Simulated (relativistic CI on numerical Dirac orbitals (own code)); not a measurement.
Fe3+: K-beta X-ray emission

Computed with this model: Dirac-Coulomb-Breit CI, separate exchange-only KLI orbitals for each configuration, QED by a radiative potential, valence Slater integrals scaled by 0.8, multiplet model of X-ray emission after core ionisation; configurations [Ar] 3d5 → 1s 2s2 2p6 3s2 3p6 3d5 → [Ne] 3s2 3p5 3d5; 80 K; Lorentzian 2.24 eV and Gaussian 1 eV FWHM. Energies are those of the free ion, without screening or charge transfer. S is read from ⟨S²⟩ = S(S + 1).

Field parameters in Wybourne normalisation: Oh B⁴₀ = 21Dq, B⁴₄ = √(5/14) B⁴₀. The field is a parameter set, without covalency.

free ion: ground-state S = 2.50, centroid 7056.72 eV. Peaks (eV, height): 7042.2 (48), 7063.0 (100).

Oh, 10Dq = 25900 cm⁻¹: ground-state S = 0.52, centroid 7057.36 eV. Peaks (eV, height): 7047.4 (12), 7050.2 (15), 7060.8 (100).

Oh, 10Dq = 40400 cm⁻¹: ground-state S = 0.50, centroid 7057.38 eV. Peaks (eV, height): 7047.8 (11), 7060.4 (100).

Strongest unbroadened transitions for Oh, 10Dq = 40400 cm⁻¹:

```csv
Energy (eV),Relative strength
7054.39,10.8
7055.66,10.9
7056.37,16.9
7057.76,14.0
7057.79,10.7
7058.85,40.4
7058.87,50.8
7059.07,66.7
7059.92,54.4
7059.93,80.9
7060.55,16.3
7060.56,16.6
7060.60,75.2
7060.61,61.5
7060.89,16.1
7060.98,51.8
7061.45,90.5
7061.47,100.0
```
